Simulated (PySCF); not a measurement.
**Electron correlation in P³⁺ (phosphorus, charge +3)**

[Ne] 3s2, closed-shell 1S. All numbers are calculated (PySCF 2.14, scalar relativity by spin-free X2C-1e, in dyall-acv3z (19s12p6d4f, 113 functions)). Frozen: 1s2; 10 electrons correlated; the 15 highest virtual orbitals of each spin left out.

MP2 pair energies summed by pair of shells (mhartree):

```tsv
pair	energy	share (%)
2p-2p	-194.54	58.0
2s-2p	-60.16	17.9
3s-3s	-36.42	10.9
2p-3s	-31.03	9.2
2s-2s	-9.74	2.9
2s-3s	-3.75	1.1
```

Total MP2 correlation energy: -335.65 mhartree.

Same-spin part -82.22 and opposite-spin part -253.43 mhartree; SCS-MP2 scales them by 1/3 and 6/5 to -331.52 mhartree.

MP2 falls well short for the outer s pair, which is nearly degenerate with np².
